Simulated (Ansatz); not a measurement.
`[OH][Al]([SiH3])[Cl]` + `N[SiH](O)S` → `N[SiH]([SiH3])S` + `[OH][Al]([OH])[Cl]`  (redistribution)

Calculated with Ansatz (gas phase, PBE0-D4/def2-TZVP geometries, no zero-point term in ΔE). CCSD(T)/CBS adds triple-zeta CCSD(T) − MP2 to the extrapolated MP2 energy (def2 sets, frozen cores). This one scheme is used for every species. Functionals use def2-TZVPP. B3LYP here is the variant with VWN-RPA as its local correlation; programs differ in this. HSE06 is defined as in plane-wave codes. Each species was taken in one conformer, which may not be the lowest.

```tsv
level	ΔE (kJ/mol)	difference from CCSD(T)/CBS
LDA (SPW92)	-1.3	5.9
PBE-D4	-7.5	-0.3
r2SCAN-D4	-8.7	-1.5
B97M-V	-5.3	1.9
PBE0-D4	-6.1	1.1
B3LYP-D4	-9.0	-1.8
r2SCANh-D4	-8.0	-0.8
r2SCAN0-D4	-7.1	0.1
HSE06-D4	-6.0	1.2
BHLYP-D4	-6.4	0.8
CAM-B3LYP-D4	-5.7	1.5
ωB97X-V	-4.8	2.4
ωB97M-V	-4.8	2.4
B2PLYP	-6.7	0.5
PBE-QIDH	-5.4	1.8
PBE	-5.1	2.1
revPBE	-6.4	0.8
BLYP	-6.5	0.7
r2SCAN	-8.0	-0.8
PBE0	-3.9	3.3
B3LYP	-5.2	2.0
r2SCAN0	-6.3	0.9
HSE06	-3.9	3.3
CAM-B3LYP	-3.4	3.8
LC-ωPBE	-5.6	1.6
RPA@PBE/def2-TZVPP	-6.0	1.2
HF/def2-SVP	-4.1	3.1
MP2/def2-SVP	-13.3	-6.1
CCSD/def2-SVP	-10.3	-3.1
CCSD(T)/def2-SVP	-10.4	-3.2
HF/def2-TZVPP	0.2	7.4
MP2/def2-TZVPP	-9.8	-2.6
SCS-MP2/def2-TZVPP	-8.6	-1.4
CCSD/def2-TZVPP	-5.7	1.5
CCSD(T)/def2-TZVPP	-6.3	0.9
HF/def2-QZVPP	0.0	7.2
MP2/def2-QZVPP	-10.3	-3.1
SCS-MP2/def2-QZVPP	-9.2	-2.0
MP2/CBS(def2)	-10.6	-3.4
CCSD/CBS(def2)	-6.5	0.7
CCSD(T)/CBS	-7.2	0
```

Largest T1 diagnostic among the species: 0.012.

Leaving LDA and LC-ωPBE aside and taking each functional with its dispersion term where it has one, the values, not all of them listed here, spread over 6.3 kJ/mol, from BLYP-D4 to ωB97X-V. LDA lies +3.8 kJ/mol from PBE without D4. The D4 term adds −3.9 kJ/mol with B3LYP and −2.2 kJ/mol with PBE0; it sums over pairs of atoms, weighted by their polarisabilities, and B3LYP, whose exchange is more repulsive, gets the larger term.
